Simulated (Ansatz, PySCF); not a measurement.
PySCF was given this input:
```python
from pyscf import gto, scf, dft

mol = gto.Mole()
mol.atom = '''
    Ga    0.000000    0.000000    0.000000
'''
mol.basis = '6-311g**'
mol.charge = 1
mol.spin = 0
mol.verbose = 4
mol.build()

mf = dft.RKS(mol)
mf.xc = 'b3lyp'
mf.grids.atom_grid = (99, 590)
mf.grids.prune = None
mf.kernel()
```

### Question
Give the equivalent Ansatz (a first-principles code) input.

### Answer
This is not unique; one that fits is 
Ansatz 0.2 input:
```yaml
crystal:
  periodic: [false, false, false]
  atoms:
    - {symbol: Ga, position_ang: [0.00000000, 0.00000000, 0.00000000]}
basis:
  gaussian:
    orbitals: 6-311G__.json
hamiltonian:
  xc: b3lyp
total_charge: 1
accuracy: high
```
The basis file holds 6-311G** in the JSON format of the Basis Set Exchange.

Both were run: PySCF gave -1924.602750 Eh and Ansatz -1924.602749 Eh, 0.000 mEh apart.
